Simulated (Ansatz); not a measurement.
Relaxation of CH$_{5}$AlF$_{2}$OS (11 atoms, charge 0, multiplicity 1), to a largest force component of 0.03 eV/Å in at most 50 steps.

All numbers below come from Ansatz 0.2.0, RKS r2SCAN/STO-3G.

```xyz
11
Properties=species:S:1:pos:R:3:forces:R:3
Al 0.206 -1.534 1.451 -0.12 1.56 0.34
S 0.277 0.453 2.411 -0.23 -1.36 -0.78
F 1.290 -1.932 0.298 0.01 0.02 0.03
F -0.875 -2.678 1.873 0.01 0.06 0.04
H -0.991 1.036 0.153 0.31 0.64 0.96
O -1.207 0.404 -0.600 -0.05 -0.90 -0.61
C -0.209 0.790 -1.599 -0.01 0.02 0.00
H 1.349 0.830 1.672 0.09 0.00 -0.03
H -0.317 1.846 -1.938 0.00 -0.07 0.03
H -0.363 0.132 -2.476 0.02 0.03 0.05
H 0.838 0.653 -1.245 -0.04 0.00 -0.02
```

Q: Where does it end, and by what steps?

A: The forces met the threshold. Limits of this set-up: minimal basis. After 10 steps the energy has fallen by 1.562 eV; Al1 moved furthest, 0.74 Å. Joined: Al1–O6.

```json
{"step": "0", "energy less start (eV)": "0.0000", "largest force component (eV/Å)": "1.560", "accepted": "yes"}
{"step": "1", "energy less start (eV)": "-0.2643", "largest force component (eV/Å)": "0.511", "accepted": "yes"}
{"step": "2", "energy less start (eV)": "-0.5932", "largest force component (eV/Å)": "1.562", "accepted": "yes"}
{"step": "3", "energy less start (eV)": "-1.1204", "largest force component (eV/Å)": "1.431", "accepted": "yes"}
{"step": "4", "energy less start (eV)": "-1.3414", "largest force component (eV/Å)": "1.905", "accepted": "yes"}
{"step": "5", "energy less start (eV)": "-1.4861", "largest force component (eV/Å)": "1.028", "accepted": "yes"}
{"step": "6", "energy less start (eV)": "-1.5435", "largest force component (eV/Å)": "0.293", "accepted": "yes"}
{"step": "7", "energy less start (eV)": "-1.5570", "largest force component (eV/Å)": "0.101", "accepted": "yes"}
{"step": "8", "energy less start (eV)": "-1.5599", "largest force component (eV/Å)": "0.099", "accepted": "yes"}
{"step": "9", "energy less start (eV)": "-1.5617", "largest force component (eV/Å)": "0.056", "accepted": "yes"}
{"step": "10", "energy less start (eV)": "-1.5620", "largest force component (eV/Å)": "0.021", "accepted": "yes"}
```

```xyz
11
Properties=species:S:1:pos:R:3
Al -0.041 -1.159 0.866
S 0.136 0.628 2.199
F 1.344 -1.547 0.088
F -1.104 -2.316 1.300
H -0.637 0.839 0.642
O -0.918 0.132 -0.210
C -0.172 0.539 -1.411
H 1.358 0.970 1.719
H -0.457 1.569 -1.699
H -0.436 -0.147 -2.238
H 0.928 0.491 -1.257
```

Whether the end is a true minimum wasn't checked by a vibrational analysis.

Time of the run: 64 s on 1 thread of Arm Neoverse V2 (shared host), peak memory 0.2 GiB.
